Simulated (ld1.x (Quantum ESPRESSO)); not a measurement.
An all-electron radial function and its pseudo partner (thulium (Tm))

Columns: radius, all-electron u(r) and pseudo u(r) of the 5s shell (level -64.52 eV) of thulium in the configuration [Kr] 4d10 4f12 5s2 5p6 5d1 6s1 6p0; LDA (PZ), scalar-relativistic, PAW scheme, ld1.x (Quantum ESPRESSO) 7.5.

| r (bohr) | all-electron | pseudo |
| --- | --- | --- |
| 0.163 | 0.3911 | 0.2515 |
| 0.325 | -0.4328 | 0.4826 |
| 0.488 | -0.4051 | 0.6790 |
| 0.650 | 0.2568 | 0.8257 |
| 0.813 | 0.7924 | 0.9168 |
| 0.975 | 1.0374 | 0.9496 |
| 1.138 | 1.0660 | 0.9287 |
| 1.300 | 0.9740 | 0.8633 |
| 1.463 | 0.8311 | 0.7655 |
| 1.625 | 0.6801 | 0.6504 |
| 1.788 | 0.5398 | 0.5306 |
| 1.950 | 0.4202 | 0.4189 |
| 2.113 | 0.3217 | 0.3218 |
| 2.275 | 0.2439 | 0.2439 |
| 2.438 | 0.1829 | 0.1829 |
| 2.600 | 0.1364 | 0.1364 |
| 2.763 | 0.1010 | 0.1010 |
| 2.925 | 0.0746 | 0.0746 |
| 3.088 | 0.0547 | 0.0547 |
| 3.250 | 0.0401 | 0.0401 |
| 3.413 | 0.0292 | 0.0292 |
| 3.575 | 0.0213 | 0.0213 |
| 3.738 | 0.0155 | 0.0155 |
| 3.900 | 0.0112 | 0.0112 |
| 4.063 | 0.0081 | 0.0081 |
| 4.225 | 0.0059 | 0.0059 |

(1) How many radial nodes do the two functions have?

(2) At about which radius was the pseudo-wave matched?

(3) Where does each function peak?

(4) Is the pseudo-wave norm-conserving?

Answers

(1) The all-electron 5s function has n − l − 1 = 4 (the table is too coarse to show those close to the nucleus); the pseudo-wave has 0, since the states of the same l below it are removed with the core.

(2) 2.30 bohr. The columns agree to 0.0005 from 2.11 bohr on; several derivatives are matched, so the curves merge somewhat inside the radius.

(3) Outermost all-electron maximum near 1.14 bohr, pseudo maximum near 0.97 bohr (to the table’s step).

(4) No, it belongs to a PAW set: the norm inside the radius is not constrained, and the difference is carried by the augmentation charge.
